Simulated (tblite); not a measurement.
Compound: C₃H₉Cl₂FSi₂.
Cartesian coordinates in Å at the GFN2-xTB level; atoms count from 1:
```
atom  x, y, z in Å
F1    -0.2978   -1.1650   -1.1755
C2    -0.0533   -0.8367    0.1419
Cl3    0.9415   -2.2064    0.7997
C4    -1.3560   -0.7575    0.8887
Si5   -2.6216    0.4389    0.1020
Si6    1.1387    0.6806    0.2046
C7     2.6518    0.2071   -0.8501
Cl8    3.7468    1.6150   -0.8962
H9    -1.8057   -1.7530    0.9270
H10   -1.1404   -0.4634    1.9150
H11   -2.8237    0.0970   -1.3014
H12   -2.1277    1.8101    0.2432
H13   -3.8656    0.2766    0.8555
H14    0.4762    1.8330   -0.4040
H15    1.5094    0.8810    1.6025
H16    2.3947   -0.0239   -1.8820
H17    3.2257   -0.6214   -0.4413
```

Computed values, GFN2-xTB/tblite, gas phase, harmonic and unscaled. Errors from tens to a few hundred cm⁻¹ against measured bands are possible. Modes of hydrogen on silicon can be 10 to 20 % off. One conformer, not necessarily the lowest.

Harmonic wavenumbers (cm⁻¹): 33.3, 38.3, 53.4, 71.8, 124.7, 132.8, 153.8, 176.5, 235.5, 273.9, 344.1, 371.9, 456.1, 502.3, 517.8, 573.2, 611.2, 681.6, 694.9, 714.4, 736.0, 742.0, 760.3, 769.6, 773.8, 782.1, 795.0, 808.5, 962.9, 1079.8, 1106.5, 1184.4, 1196.0, 1241.0, 1414.3, 1461.4, 2262.6, 2274.0, 2295.7, 2312.8, 2319.2, 2959.1, 2990.8, 2997.1, 3004.1.

A = 1415, B = 519.4, C = 423.1 MHz; mass 189.960 u (most abundant isotopes); point group C1, symmetry number 1.

Task: Zero-point energy?

Result: Half the sum of the wavenumbers: 22995 cm⁻¹ = 275.09 kJ/mol.

Task: Give the ideal-gas entropy at 273.15 K and 1 bar in the rigid-rotor, harmonic-oscillator model (classical rotation).

Result: Translation 172.47, rotation 129.93, vibration 164.44: S = 466.8 J/(mol K).

Task: And Cp and H(273.15 K) − H(0)?

Result: Cp = 181.24 J/(mol K), of which vibrations give 147.99 (their classical limit is 45 R = 374.2); H(273.15 K) − H(0) = 31.06 kJ/mol without the zero-point energy, 21.98 from vibrations.

Task: Which modes carry the vibrational entropy at 273.15 K?

Result: 33.3 cm⁻¹: 22.80; 38.3 cm⁻¹: 21.64; 53.4 cm⁻¹: 18.89; 71.8 cm⁻¹: 16.45; 124.7 cm⁻¹: 11.96; 132.8 cm⁻¹: 11.45 J/(mol K); the other 39 give 61.26 together.

Task: How do the functions run with temperature in this model?

Result: 
| T (K) | S (J/(mol K)) | Cp (J/(mol K)) | H − H(0) (kJ/mol) | G − H(0) (kJ/mol) | ln q(vib) |
| --- | --- | --- | --- | --- | --- |
| 150 | 377.5 | 121.9 | 12.35 | -44.28 | 5.53 |
| 250 | 451.3 | 170.6 | 26.99 | -85.83 | 9.28 |
| 298.15 | 483.2 | 192.1 | 35.73 | -108.33 | 10.98 |
| 400 | 545.1 | 229.5 | 57.29 | -160.76 | 14.44 |
| 600 | 648.4 | 279.0 | 108.56 | -280.48 | 20.70 |
| 900 | 770.7 | 323.3 | 199.50 | -494.13 | 28.89 |

q(vib) and H(0) count from the zero-point level.

Task: Blend soft modes into free rotors: weight 1/[1 + (100 cm⁻¹/ν̃)⁴] for the oscillator and the rest for a rotor with moment μB/(μ + B), μ = h/(8π²ν), B = 10⁻⁴⁴ kg m². What vibrational entropy results?

Result: 144.23 J/(mol K) in place of 164.44, which changes −T·S at 273.15 K by +5.52 kJ/mol.

Hindered rotation and anharmonicity are outside this model. Other conformers, if any are populated, would add a mixing term that is left out. The structure is chiral; the term R ln 2 for an equal mix with its mirror image is left out.
